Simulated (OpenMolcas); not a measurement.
## Ni²⁺: effect of the IPEA shift

```yaml
Program: OpenMolcas 26.06
Basis: ANO-RCC-VTZP [6s5p3d2f1g]
Scalar_Hamiltonian: DKH2, point nucleus
Active_space: 8 electrons in 5 orbitals (3d)
State_averaging: 2S+1 = 3 even, 10 roots; 2S+1 = 1 even, 15 roots
Spin-orbit_coupling: RASSI with atomic mean-field integrals over the reference wave functions, term energies averaged over their components
```

Methods on the same reference wave functions:
A. CASSCF
B. SS-CASPT2, IPEA 0 Eh, imaginary shift 0.1 Eh (closed shells correlated: 3s 3p)
C. SS-CASPT2, IPEA 0.25 Eh, imaginary shift 0.1 Eh (closed shells correlated: 3s 3p)

Energies in cm-1 above 3d8 3F4, the measured ground level; measured values from Corliss and Sugar, J. Phys. Chem. Ref. Data 10, 197 (1981).

```csv
Level,A,B,C,Measured
3d8 3F4,0.0,0.0,0.0,0.0
3d8 3F3,1344,1346,1346,1361
3d8 3F2,2270,2250,2250,2270
3d8 1D2,17184,13540,13540,14032
3d8 3P2,20793,16920,17170,16662
3d8 3P1,21181,17290,17560,16978
3d8 3P0,21451,17540,17820,17231
3d8 1G4,26632,23770,23560,23109
3d8 1S0,64189,53170,53260,52532
```

Deviations, from unrounded energies. A percentage is the sum of absolute deviations over the sum of measured energies, with the sign that they share, or ± where signs differ.

```csv
Against measurement,Levels,A,B,C
mean absolute deviation (cm-1),8,3900,340,420
fine structure of the ground term (%),2,±0.5,-0.9,-0.9
other terms of the ground configuration (%),6,+22.0,±1.9,±2.4
```

B lies closest to measurement on these levels and A furthest from it. The largest miss of B in the table is 3d8 1G4, by +670 cm-1. The ranking rests on the paired levels alone, and a cruder setting can come out closer through cancelling errors.

Between B and C the level of the table that moves most is 3d8 3P1, by 280 cm-1 (lowest in B, highest in C). Moves below CASPT2's spread within the term are not significant.

The mean deviations of B to C differ by less than CASPT2's widest spread within a term (1300 cm-1), so their order carries little weight.

From A to B the spin-free energies of the other terms of 3d8 shown, above 3F, scale by factors of 0.78 to 0.89, as is usual when dynamic correlation screens the repulsion within a d or f shell.

The lowest spin-free term lies below A's lowest term by 0.636 hartree in B, 0.630 hartree in C.

CASPT2 does not keep the components of a term degenerate, so their means are used; among the terms shown or strongly mixed into the levels shown the widest spread is 1300 cm-1 (3d8 1G, B). Without dynamic correlation excited terms often stand tens of per cent too high (terms of higher spin than the ground term too low), and those without a measured partner can miss by more than the paired ones (holds for A). Some levels mix across a computed gap that differs much from the measured one, so their mixing is not that of the real levels (holds for A; C). Measured partners are found by configuration, term and J. A level has none where our copy of the source lacks it or the pairing is in doubt (some pairs that miss far off the trend of their configuration count as doubtful), and it then counts in no deviation. Levels of configurations outside the active space are missing.
